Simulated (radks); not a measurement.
Q: Coherent X-ray form factor from a spherical all-electron density. Method: non-relativistic Kohn-Sham, LB94 model potential, spin-polarised, spherical densities, point nucleus; computed with a radial shooting solver on a logarithmic mesh with Libxc functionals.

sin(theta)/lambda (1/angstrom),f0 (electrons)
0.05,68.714
0.1,67.870
0.15,66.515
0.2,64.718
0.25,62.566
0.3,60.154
0.4,54.921
0.5,49.657
0.6,44.760
0.8,36.543
1,30.143
1.25,24.007
1.5,19.640
2,14.809

The species is in the configuration that NIST lists as its ground one. Which atom or ion scatters so?

A: The bismuth ion Bi14+, [Xe] 4f14 5d1. Extrapolating in s^2 from the first two rows gives f0(0) = 69.0, near the electron count 69; among species with that count, the fall with angle is slower the higher Z, and the table is that of Z = 83; from so few rows the species is fixed only to a neighbour or two.
